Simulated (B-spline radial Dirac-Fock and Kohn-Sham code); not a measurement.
Z = 19 (potassium), transition energy 200 keV. Method: a Dirac-Hartree-Slater potential of the neutral atom with a Latter tail (no hole, which puts coefficients of high multipoles low close above an edge), finite nucleus with surface currents. Computed with a radial finite-basis atomic code. Subshells that would emit electrons below 1 keV are left out.

Question: A pure transition shows α(K) = 0.360, L1/L2 = 17.4 and L1/L3 = 14.9. What is its multipolarity?
A. M2
B. M3
C. M1
D. E1
E. E3
F. E4
G. M4
H. E2

Answer: G. For comparison, α(K), L1/L2, L1/L3 are E1 0.00208, 140, 74.9; E2 0.0148, 53.4, 37.9; E3 0.0885, 21.3, 17.8; E4 0.505, 10.4, 9.37; M1 0.00180, 85.3, 150; M2 0.0107, 43.0, 79.1; M3 0.0620, 25.9, 30.8.
